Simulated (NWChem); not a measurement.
Species: C$_{4}$H$_{3}$NO; SMILES N1=CC=CC1=O

```xyz
9

O      0.0238    -1.9852     0.0000
C      0.0011    -0.7898     0.0000
C      1.1878     0.1453     0.0000
C      0.6793     1.3813     0.0000
C     -0.8096     1.2125     0.0000
N     -1.2078    -0.0019     0.0000
H      2.2240    -0.1885     0.0000
H      1.2043     2.3370     0.0000
H     -1.5168     2.0506     0.0000
```
Atoms are numbered in this order, from 1.

Program: NWChem. The geometry was optimised at PBE0/def2-SVP.

Problem. Predict the results for CAM-B3LYP/def2-TZVP. Quantities: highest occupied level (eV); orbital gap (eV); dipole (D).

Solution. 
```json
{
  "highest occupied level (eV)": "-9.39",
  "orbital gap (eV)": "7.23",
  "dipole (D)": "4.72"
}
```
